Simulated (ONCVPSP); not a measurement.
## Mo (Z = 42): excitation energies, all-electron against ONCV

| Item | Value |
| --- | --- |
| Element | Mo (Z = 42) |
| Generator | ONCVPSP 4.0.1 |
| Type | optimised norm-conserving Vanderbilt (ONCV) |
| Functional | PBE |
| Relativity | scalar-relativistic |
| Frozen core | [Ar] 3d10 |
| Valence charge | 14 |
| Reference configuration | 4s2 4p6 4d5 5s1 |
| Partial waves | 4s+5s: rc 1.60 bohr, ncon 3, nbas 6, qcut 6.8 1/bohr, 2 projectors; 4p: rc 1.90 bohr, ncon 4, nbas 7, qcut 5.6 1/bohr, 1 projector; 4d: rc 2.55 bohr, ncon 5, nbas 10, qcut 6.5 1/bohr, 2 projectors, debl 2.4 Ha |
| Local potential | polynomial inside 1.55 bohr (lpopt 5, dvloc0 0 Ha) |
| Core correction | Teter function, fcfact 4, rcfact 1.4 |

Energies are relative to the spin-unpolarised reference configuration 4s2 4p6 4d5 5s1; without spin polarisation the order of configurations can differ from experiment.

(1) Give the all-electron excitation energy and the error of the potential for: 4s2 4p6 4d5 5s0; 4s2 4p6 4d4 5s0; 4s2 4p6 4d3 5s0; 4s2 4p6 4d6 5s0.

Levels in the configuration 4s2 4p6 4d5 5s0:

```tsv
level	all-electron (eV)	pseudo (eV)
4s	-71.114	-71.145
4p	-45.289	-45.304
4d	-10.414	-10.417
```

## Answers

(1)

| valence configuration | charge | ΔE all-electron (eV) | error AE − PS (meV) |
| --- | --- | --- | --- |
| 4s2 4p6 4d5 5s0 | +1 | 6.890 | -0.8 |
| 4s2 4p6 4d4 5s0 | +2 | 22.352 | +2.2 |
| 4s2 4p6 4d3 5s0 | +3 | 49.096 | +40 |
| 4s2 4p6 4d6 5s0 | 0 | 0.763 | +0.8 |
